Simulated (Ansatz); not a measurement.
Isolated molecules relaxed with PBE0-D4/def2-TZVP in Ansatz; ΔE leaves out vibrations. CCSD(T)/CBS adds triple-zeta CCSD(T) − MP2 to the extrapolated MP2 energy (def2 sets, frozen cores). This one scheme is used for every species. def2 core potentials past Kr. For Sn outer-core shells are correlated without core-valence functions, which leaves a few kJ/mol of doubt a bond. One conformer a species, not always the lowest.

Reaction (ligand exchange at the Sn–N bond): `C[NH][SnH]([F])[Cl]` + CH₃SH → `C[S][SnH]([F])[Cl]` + CH₃NH₂

`C[NH][SnH]([F])[Cl]`:

Cartesian coordinates in Å:
```
C 0.343 0.794 1.202
N -0.686 0.521 0.207
Sn -0.371 -0.913 -1.138
F -0.052 -2.456 -0.058
Cl 1.645 -0.661 -2.264
H 1.228 1.306 0.806
H -0.079 1.409 2.002
H 0.669 -0.144 1.654
H -1.062 1.371 -0.192
H -1.635 -1.227 -2.218
```

CH₃SH:

Z-matrix (Å, degrees):
```
C
S 1 1.806
H 1 1.089 2 111.5
H 1 1.089 2 111.5 3 -123.8
H 1 1.090 2 106.2 3 118.1
H 2 1.342 1 97.1 3 61.9
```

`C[S][SnH]([F])[Cl]`:

Cartesian coordinates in Å:
```
C -0.787 0.830 1.148
S 0.130 -0.734 1.316
Sn 0.854 -0.980 -0.913
F 1.929 0.548 -1.338
Cl -0.944 -0.704 -2.345
H -1.218 1.025 2.130
H -0.121 1.648 0.880
H -1.590 0.736 0.418
H 1.747 -2.368 -1.296
```

CH₃NH₂:

Z-matrix (Å, degrees):
```
C
N 1 1.453
H 1 1.092 2 109.4
H 1 1.100 2 115.4 3 -121.6
H 1 1.092 2 109.4 3 116.8
H 2 1.012 1 110.6 3 62.6
H 2 1.012 1 110.6 3 -179.3
```

| species | CCSD(T)/CBS(def2) energy (Eh) |
| --- | --- |
| `C[NH][SnH]([F])[Cl]` | -869.43527 |
| CH₃SH | -438.22835 |
| `C[S][SnH]([F])[Cl]` | -1211.93328 |
| CH₃NH₂ | -95.75281 |

Work out ΔE.

ΔE = (-1211.93328) + (-95.75281) − (-869.43527) − (-438.22835) = -0.02247 Eh = -0.61 eV.

Largest T1 diagnostic among the species: 0.013.

Leaving LDA and LC-ωPBE aside and taking each functional with its dispersion term where it has one, the values, not all of them listed here, spread over 0.09 eV, from HSE06-D4 to CAM-B3LYP-D4. At CCSD(T), def2-SVP lies +0.03 eV from the extrapolated value and def2-TZVPP +0.05 eV.
